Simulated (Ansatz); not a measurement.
`N#[C][GaH][Cl]` + H–F → `[F][GaH][Cl]` + `C#N` at 500 K and 1 bar (ligand exchange at a Ga–C bond).

Gas-phase electronic energies from Ansatz, PBE0-D4/def2-TZVP geometries. CCSD(T)/CBS is the MP2 limit (def2-TZVPP, def2-QZVPP) plus CCSD(T) − MP2 in def2-TZVPP, frozen cores. This one scheme is used for every species. For Ga outer-core shells are correlated without core-valence functions, which leaves a few kJ/mol of doubt a bond. Scalar relativity is left out up to krypton.

```csv
species,CCSD(T)/CBS energy (Eh),H − E (kJ/mol),S (J/(mol·K))
`N#[C][GaH][Cl]`,-2477.10934,75.4,364.5
H–F,-100.39570,39.4,188.7
`[F][GaH][Cl]`,-2484.20089,53.4,328.5
`C#N`,-93.32098,60.1,220.8
```

H − E and S are ideal-gas, rigid-rotor, harmonic terms from PBE0-D4/def2-TZVP. 1 Eh = 2625.50 kJ/mol, R = 8.31446 J/(mol·K).

Problem. By hand: ΔE, ΔH, ΔS and ΔG.

Solution. ΔE = (-2484.20089) + (-93.32098) − (-2477.10934) − (-100.39570) = -0.01683 Eh = -44.2 kJ/mol. Δ(H − E) = 53.4 + 60.1 − 75.4 − 39.4 = -1.3, so ΔH = -45.5 kJ/mol. ΔS = 328.5 + 220.8 − 364.5 − 188.7 = -3.9 J/(mol·K). ΔG = -45.5 − 500 × (-3.9)/1000 = -43.5 kJ/mol.

Problem. By hand: the equilibrium constant, and the temperature at which ΔG would vanish if ΔH and ΔS stayed fixed.

Solution. log₁₀ K = −ΔG/(RT ln 10) = 4.5. ΔG = 0 at ΔH/ΔS = 11667 K, far beyond where these terms or the molecules hold.

The number of gas molecules stays the same, so ΔS is small and ΔH decides. A doubt of 5 kJ/mol in ΔE shifts log₁₀ K by 0.5 here. These are equilibria of isolated gas molecules and say nothing of rates. Largest T1 diagnostic: 0.014 (customary marks: 0.02 for closed shells, 0.045 for open ones).
